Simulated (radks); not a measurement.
Question: The mean radii <r> (bohr) of the occupied orbitals of an atom or ion are listed with their occupations. Calculated with a radial shooting solver on a logarithmic mesh with Libxc functionals: Dirac Kohn-Sham, LDA (Slater exchange, Perdew-Wang correlation), spin-unpolarised, spherical densities, finite nucleus; Fermi nuclear charge, rms radius of each element as measured or else 0.836 A^(1/3) + 0.57 fm.

| orbital | occ. | <r> |
|---|---|---|
| 1s1/2 | 2 | 0.04556 |
| 2s1/2 | 2 | 0.2028 |
| 2p1/2 | 2 | 0.1748 |
| 2p3/2 | 4 | 0.1785 |
| 3s1/2 | 2 | 0.5993 |
| 3p1/2 | 2 | 0.6106 |
| 3p3/2 | 4 | 0.6214 |
| 3d3/2 | 4 | 0.6750 |
| 3d5/2 | 6 | 0.6797 |
| 4s1/2 | 2 | 1.869 |
| 4p1/2 | 0.666667 | 2.277 |
| 4p3/2 | 1.33333 | 2.315 |

Name the element and its charge. Open shells, if any, are shared by 2j + 1.

Answer: Z = 33, arsenic, charge +1: As+ in [Ar] 3d10 4s2 4p2. The 1s radius gives Z: for a bare nucleus <r> = (2 gamma + 1)/(2Z) with gamma = sqrt(1 - (Z/c)^2), 0.04456 bohr for Z = 33, and screening makes it slightly larger (0.04556 here). The occupations add up to 32, and the charge is Z minus that.
